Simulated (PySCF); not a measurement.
Radial density of Pd⁺ (palladium, charge +1)

B97-3, [Kr] 4d8 5s1, high-spin 4F determinant (an excited configuration). All numbers are calculated (PySCF 2.14, a scalar-relativistic core potential, in aug-cc-pwCVTZ-PP with ECP28MDF (8s8p7d4f3g, 122 functions)). This is the valence pseudo-density: the core potential removes the inner electrons and smooths the orbitals near the nucleus.

```json
{"r (bohr)": "0.0171", "4πr²ρ (e/bohr)": "1.402e-05", "4πr²(ρα − ρβ)": "0.0000"}
{"r (bohr)": "0.0288", "4πr²ρ (e/bohr)": "3.502e-05", "4πr²(ρα − ρβ)": "0.0000"}
{"r (bohr)": "0.0485", "4πr²ρ (e/bohr)": "7.815e-05", "4πr²(ρα − ρβ)": "0.0000"}
{"r (bohr)": "0.0815", "4πr²ρ (e/bohr)": "0.0002406", "4πr²(ρα − ρβ)": "0.0000"}
{"r (bohr)": "0.137", "4πr²ρ (e/bohr)": "0.002174", "4πr²(ρα − ρβ)": "0.0003"}
{"r (bohr)": "0.231", "4πr²ρ (e/bohr)": "0.03309", "4πr²(ρα − ρβ)": "0.0046"}
{"r (bohr)": "0.388", "4πr²ρ (e/bohr)": "0.7875", "4πr²(ρα − ρβ)": "0.0807"}
{"r (bohr)": "0.652", "4πr²ρ (e/bohr)": "9.985", "4πr²(ρα − ρβ)": "0.8575"}
{"r (bohr)": "1.10", "4πr²ρ (e/bohr)": "14.91", "4πr²(ρα − ρβ)": "1.6762"}
{"r (bohr)": "1.85", "4πr²ρ (e/bohr)": "3.979", "4πr²(ρα − ρβ)": "1.0577"}
{"r (bohr)": "3.10", "4πr²ρ (e/bohr)": "0.6384", "4πr²(ρα − ρβ)": "0.3997"}
{"r (bohr)": "5.22", "4πr²ρ (e/bohr)": "0.03112", "4πr²(ρα − ρβ)": "0.0278"}
{"r (bohr)": "8.78", "4πr²ρ (e/bohr)": "0.0001108", "4πr²(ρα − ρβ)": "0.0001"}
```

Energies and moments cover only the electrons outside the core potential.
